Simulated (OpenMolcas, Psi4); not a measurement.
## A ladder of methods for C2H3BFN (SMILES FB1C=NC1)

C2H3BFN: 8 atoms, total charge 0, spin state singlet. SMILES: `FB1C=NC1`. Geometry: relaxed at PBE0-D4/def2-TZVP.

```xyz
8

F     0.2132   -1.0073    1.9184
B    -0.0241   -0.3048    0.8362
C     0.3190    1.1285    0.3458
N     0.3039    0.7286   -0.8812
C    -0.3017   -0.6406   -0.6823
H     0.6565    2.1209    0.6339
H     0.2571   -1.4327   -1.1862
H    -1.3316   -0.6497   -1.0403
```

Each level gives the dipole moment (D). The values are calculated.

```json
{"level": "HF/def2-SVP", "kind": "Hartree–Fock", "program": "OpenMolcas", "value (D)": "0.98", "CPU time": "13 s"}
{"level": "SVWN5/def2-SVP", "kind": "LDA", "program": "OpenMolcas", "value (D)": "0.62", "CPU time": "33 s"}
{"level": "revPBE/def2-SVP", "kind": "GGA", "program": "OpenMolcas", "value (D)": "0.65", "CPU time": "48 s"}
{"level": "TPSS/def2-SVP", "kind": "meta-GGA", "program": "OpenMolcas", "value (D)": "0.69", "CPU time": "53 s"}
{"level": "r2SCAN/def2-SVP", "kind": "meta-GGA", "program": "OpenMolcas", "value (D)": "0.72", "CPU time": "52 s"}
{"level": "B3LYP-D3(BJ)/def2-SVP (density fitting)", "kind": "global hybrid", "program": "Psi4", "value (D)": "0.72", "CPU time": "15 s"}
{"level": "B3LYP/def2-SVP", "kind": "global hybrid", "program": "OpenMolcas", "value (D)": "0.72", "CPU time": "42 s"}
{"level": "PBE0/def2-SVP", "kind": "global hybrid", "program": "OpenMolcas", "value (D)": "0.74", "CPU time": "44 s"}
```

The values span 0.62 to 0.98 D. Magnitudes only. Times are those of the runs behind each value, whatever else they computed, on shared processors of several kinds: orders of magnitude only.
